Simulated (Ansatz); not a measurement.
Hf3Si2. Total charge 0; singlet. Geometry PBE-D4/def2-SVP.

Cartesian coordinates in Å:
```
Hf -1.5373 -0.5018 -0.3848
Hf 0.6428 1.5193 0.2025
Hf 1.0563 -1.2010 0.2153
Si -0.5459 0.0303 1.9211
Si 0.3841 0.1532 -1.9541
```

In the def2 sets Hf takes a core potential; there is no spin–orbit coupling. At PBE-D4/def2-TZVP, r2SCAN-D4/def2-TZVP, PBE0-D4/def2-TZVP the restricted singlet is unstable: a solution with broken spin symmetry lies lower. The restricted singlet is unstable towards broken spin symmetry at other levels; at PBE-D4/def2-TZVPD, PBE0-D4/def2-TZVPD this wasn't settled. The geometry of the singlet was relaxed on an unsound state (restricted singlet, unstable towards broken spin symmetry at other levels and untested here). At PBE0-D4/def2-TZVP a triplet of charge 0 lies 0.38 eV below the restricted singlet, each at its own geometry. The structure comes from a short search, and lower isomers may exist.

(1) Estimate the orbital energies around the gap (eV) in Ansatz with PBE-D4/def2-TZVP, PBE-D4/def2-TZVPD, r2SCAN-D4/def2-TZVP, PBE0-D4/def2-TZVP, PBE0-D4/def2-TZVPD.

## Answers

(1) 
```
orbital  PBE-D4/def2-TZVP  PBE-D4/def2-TZVPD  r2SCAN-D4/def2-TZVP  PBE0-D4/def2-TZVP  PBE0-D4/def2-TZVPD
HOMO−13            -32.54             -32.57               -33.65             -35.14              -35.16
HOMO−12            -32.53             -32.55               -33.61             -35.11              -35.13
HOMO−11            -32.03             -32.06               -33.15             -34.62              -34.64
HOMO−10            -32.02             -32.04               -33.12             -34.60              -34.62
 HOMO−9            -10.62             -10.64               -10.97             -12.09              -12.11
 HOMO−8            -10.03             -10.06               -10.36             -11.44              -11.46
 HOMO−7             -5.80              -5.82                -5.89              -6.60               -6.62
 HOMO−6             -5.63              -5.66                -5.75              -6.41               -6.43
 HOMO−5             -5.54              -5.56                -5.63              -6.32               -6.34
 HOMO−4             -4.73              -4.76                -4.79              -5.36               -5.38
 HOMO−3             -4.55              -4.57                -4.63              -5.18               -5.20
 HOMO−2             -4.43              -4.46                -4.52              -5.15               -5.17
 HOMO−1             -4.25              -4.27                -4.29              -4.82               -4.84
   HOMO             -3.31              -3.34                -3.38              -3.96               -3.98
   LUMO             -3.09              -3.12                -2.93              -2.21               -2.23
 LUMO+1             -2.45              -2.48                -2.31              -1.85               -1.89
 LUMO+2             -2.44              -2.48                -2.30              -1.70               -1.74
 LUMO+3             -2.18              -2.21                -2.04              -1.66               -1.70
 LUMO+4             -1.92              -1.98                -1.82              -1.28               -1.37
 LUMO+5             -1.88              -1.93                -1.71              -1.19               -1.30
```
